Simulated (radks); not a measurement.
Q: The manganese ion Mn13+ is in [Ne] 3s2. Calculated with a radial shooting solver on a logarithmic mesh with Libxc functionals: scalar-relativistic Kohn-Sham, PBEsol, spin-polarised, spherical densities, finite nucleus; Fermi nuclear charge, rms radius of each element as measured or else 0.836 A^(1/3) + 0.57 fm. Open shells are filled with parallel spins first. One electron is removed from 3s, 1s, 2p, 2s in turn, with full relaxation. Which removal costs least, and what does each cost?

A: 3s 403.06 eV; 2p 1048.7 eV; 2s 1153.6 eV; 1s 6956.0 eV. The 3s electron leaves first.
